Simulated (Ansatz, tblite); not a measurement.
Cost and result up the ladder for the cluster Li₁₄ (14 atoms). Charge 0, multiplicity 1. Geometry: B3LYP/def2-SVP.

```tsv
atom	x (Å)	y (Å)	z (Å)
Li1	1.389	1.729	2.538
Li2	-0.832	-0.043	1.447
Li3	0.023	-2.516	0.790
Li4	-2.547	-0.793	-3.346
Li5	2.040	-0.268	0.626
Li6	-2.149	-2.277	2.906
Li7	0.903	-1.325	3.397
Li8	-2.188	1.101	-0.991
Li9	0.635	2.013	-0.373
Li10	3.590	2.352	0.332
Li11	-0.423	1.643	-3.348
Li12	2.442	0.771	-2.181
Li13	-0.184	-0.622	-1.542
Li14	-2.699	-1.765	-0.256
```

Ansatz on 4 threads of Arm Neoverse V1 on a shared host; xTB runs through tblite on one thread. Times are rough, summed over both states, and most runs start from the orbitals of an earlier one. No level here is sound enough to serve as a yardstick. The other state is a doublet.

The xTB rows come from tblite. HOMO above LUMO, or a gap near zero within one spin, warns that the state may not be the lowest or that an electron is smeared out. The structure comes from a short search, and lower isomers may exist.

Run but left out: HF/def2-SVP (singlet: restricted singlet, unstable towards broken spin symmetry); r2SCAN/def2-TZVP, MP2/def2-SVP, CCSD/def2-SVP, CCSD(T)/def2-SVP (charge +1 doublet: ⟨S²⟩ 1.05 to 3.07, where a pure state has 0.75).

Raw xTB energies of ions are shifted by several eV.

| level | functions | vertical IE (eV) | remarks |
| --- | --- | --- | --- |
| PBE0/def2-TZVP | 196 | 4.24 | restricted SCF unstable in HF (singlet), spin-contaminated (⟨S²⟩ 0.87) (+1 doublet) |
| PBE/def2-TZVP | 196 | 4.33 | gap within one spin near zero (+1 doublet), restricted SCF unstable in HF (singlet) |
| GFN2-xTB | 56 | 6.89 | – |
| GFN1-xTB | 56 | 11.46 | – |

Problem. Estimate how long each takes.

Solution. GFN1-xTB 0.021 s; GFN2-xTB 0.089 s; PBE/def2-TZVP 23 s; PBE0/def2-TZVP 28 s. On shared hardware such times vary by a factor of up to 3.
